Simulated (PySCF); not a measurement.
A PySCF script (with the pyscf-properties extension) for the NMR shieldings of SMILES CC#CB(C)N(C)[SiH2]C, C₆H₁₄BNSi, on a GFN2-xTB geometry:

```python
import basis_set_exchange as bse
import numpy as np
from pyscf import gto, dft
from pyscf.prop import nmr

atoms = """
C     4.234964    0.284564    1.169887
C     2.888874   -0.090780    0.791566
C     1.766503   -0.402068    0.476103
B     0.370664   -0.840126    0.074508
C     0.108312   -2.387555   -0.170288
N    -0.659091    0.108310   -0.093469
C    -0.397640    1.518820    0.160435
Si   -2.285922   -0.327966   -0.575353
C    -3.276184    1.230835   -1.005642
H     4.214846    0.867296    2.091628
H     4.846361   -0.604595    1.326604
H     4.687651    0.889299    0.383228
H     0.056754   -2.597025   -1.237970
H     0.900170   -3.011303    0.239058
H    -0.834476   -2.718257    0.259375
H     0.640159    1.651084    0.461241
H    -0.578714    2.116774   -0.734115
H    -1.039387    1.894270    0.959657
H    -2.220216   -1.184802   -1.765270
H    -2.951085   -1.015268    0.544975
H    -2.820743    1.794163   -1.814610
H    -4.274981    0.952850   -1.326470
H    -3.381573    1.898463   -0.156228
"""
names = dict.fromkeys(["C", "B", "N", "Si", "H"], "pcSseg-1")
basis = {el: gto.basis.parse(bse.get_basis(n, elements=[el], fmt="nwchem")) for el, n in names.items()}
mol = gto.M(atom=atoms, basis=basis, charge=0, verbose=0)
mf = dft.RKS(mol, xc="PBE0")
mf.grids.level = 2
mf.grids.alignment = dft.numint.BLKSIZE   # the property module wants whole blocks of grid points
mf.conv_tol = 1e-9
mf.kernel()

calc = nmr.RKS(mf)   # GIAO
C = mf.mo_coeff
Co = C[:, mf.mo_occ > 0]
resp = mf.gen_response(singlet=True, hermi=2)
def vind(x):   # induced exchange potential for any number of trial vectors
    d = np.einsum("pi,xij,qj->xpq", C, 2 * x.reshape(-1, C.shape[1], Co.shape[1]), Co, optimize=True)
    return np.einsum("xpq,pi,qj->xij", resp(d - d.transpose(0, 2, 1)), C, Co, optimize=True).ravel()
mo1, _ = nmr.rhf.solve_mo1(calc, with_cphf=vind)
sigma = calc.kernel(mo1)
for i, s in enumerate(sigma):   # ppm
    print("%2d %-2s %9.2f" % (i, mol.atom_pure_symbol(i), np.trace(s) / 3))
```

Problem. Give the expected output.

Solution. 
```
 0 C     180.43
 1 C      68.86
 2 C      93.67
 3 B      63.02
 4 C     180.30
 5 N     158.82
 6 C     147.14
 7 Si    379.49
 8 C     191.91
 9 H      29.52
10 H      29.46
11 H      29.52
12 H      31.30
13 H      30.88
14 H      31.41
15 H      27.40
16 H      29.03
17 H      29.04
18 H      26.80
19 H      26.72
20 H      31.28
21 H      31.68
22 H      31.21
```

These numbers come from an equivalent density-fitted implementation of the same equations, which agrees with the script to about 0.01 ppm for H and up to a few tenths of a ppm for heavy atoms, so last digits may differ.

Size and cost of the density-fitted run: 230 basis functions, 92 s wall time on 1 thread of an Arm Neoverse N1, shared host; peak memory 1.1 GiB.
